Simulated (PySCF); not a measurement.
## Working out the ionisation energy of B⁺

B⁺ [He] 2s2 (1S) → B²⁺ [He] 2s1 (2S). Computed with PySCF 2.14 in aug-cc-pCVTZ-DK (7s6p4d2f, 59 functions), with the spin-free X2C one-electron Hamiltonian (Gaussian nucleus). Frozen: nothing. Energies in hartree (1 hartree = 27.21139 eV):

| part | B⁺ (lower) | B²⁺ (upper) |
| --- | --- | --- |
| UHF | -24.243702 | -23.381983 |
| CCSD correlation | -0.104875 | -0.044190 |
| (T) | -0.000536 | -0.000017 |

**Question.** What does Hartree-Fock give?

**Answer.** (-23.381983) − (-24.243702) = 0.861719 hartree = 23.449 eV.

**Question.** What do CCSD and CCSD(T) give?

**Answer.** The CCSD correlation energies differ by 0.060685 hartree = 1.651 eV and the triples by 0.000519 hartree = 0.014 eV, so CCSD gives 25.100 eV and CCSD(T) 25.114 eV.

Measured between the centres of the two terms (NIST): 25.155 eV, so CCSD(T) (valence and next inner shell) is off by -0.041 eV.

What remains against the reference includes basis incompleteness and higher excitations.
